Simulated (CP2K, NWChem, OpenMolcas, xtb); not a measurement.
**A ladder of methods for SnS (SMILES [S][Sn])**

The species is SnS (2 atoms), meant as a singlet with charge 0. SMILES: `[S][Sn]`. Geometry: the measured bond length.

```tsv
atom	x (Å)	y (Å)	z (Å)
S	0.0000	0.0000	0.0000
Sn	0.0000	0.0000	2.2090
```

Quantity: the dipole moment, in D. The values are calculated.

| level | kind | program | value (D) | CPU time |
| --- | --- | --- | --- | --- |
| PM6 | semi-empirical | CP2K | 3.67 | under 2 s |
| GFN1-xTB | semi-empirical | xtb | 6.35 | under 2 s |
| HF/def2-TZVP (core potential) | Hartree–Fock | OpenMolcas | 4.18 | 7.5 s |
| SVWN5/def2-TZVP (core potential) | LDA | OpenMolcas | 3.01 | 13 s |
| BLYP/def2-TZVP (core potential) | GGA | OpenMolcas | 3.07 | 17 s |
| M06-L/def2-TZVP (core potential) | meta-GGA | OpenMolcas | 3.44 | 21 s |
| BHLYP/def2-TZVP (core potential) | global hybrid | OpenMolcas | 3.73 | 17 s |
| wB97X/def2-TZVP (core potential) | range-separated hybrid | NWChem | 3.78 | 74 s |

The values span 3.01 to 6.35 D. CPU times are rough (shared hosts, several kinds of processor): they show what a rung costs within a factor of a few.
